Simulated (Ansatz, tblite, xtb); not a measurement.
# A ladder of methods for Si2H5ClO2 (SMILES O[SiH2][SiH](O)Cl)

Si2H5ClO2 has 10 atoms, charge 0, and is taken as a singlet. As SMILES, `O[SiH2][SiH](O)Cl`. The coordinates come from a PBE0-D4/def2-TZVP relaxation. This is one conformer, not always the lowest.

```
atom    x (Å)    y (Å)    z (Å)
   O  -0.9300   0.8706   1.7374
  Si  -0.4474   1.3322   0.2289
  Si   0.3411  -0.6024  -0.8438
   O   0.8424  -1.5022   0.4435
  Cl  -1.1634  -1.5908  -1.8570
   H  -0.4811   0.1025   2.0987
   H   0.6460   2.3450   0.2798
   H  -1.6112   1.9310  -0.4681
   H   1.4302  -0.4463  -1.8429
   H   1.1986  -2.3792   0.2865
```

Quantity: the HOMO–LUMO gap, in eV. The values are calculated.

```
            level                    kind  program  value (eV)   CPU time
         GFN2-xTB          semi-empirical   tblite        4.69  under 2 s
         GFN0-xTB          semi-empirical      xtb        3.69  under 2 s
       HF/cc-pVDZ            Hartree–Fock   Ansatz       13.73      5.3 s
    SVWN5/cc-pVDZ                     LDA   Ansatz        5.00        7 s
      PBE/cc-pVDZ                     GGA   Ansatz        5.16       10 s
   revPBE/cc-pVDZ                     GGA   Ansatz        5.24       11 s
   r2SCAN/cc-pVDZ                meta-GGA   Ansatz        5.79       21 s
     PBE0/cc-pVDZ           global hybrid   Ansatz        7.32       15 s
CAM-B3LYP/cc-pVDZ  range-separated hybrid   Ansatz        9.71       14 s
```

The values span 3.69 to 13.73 eV. Orbital gaps aren't excitation energies; they tend to grow with the share of exact exchange. CPU times are rough (shared hosts, several kinds of processor and program).
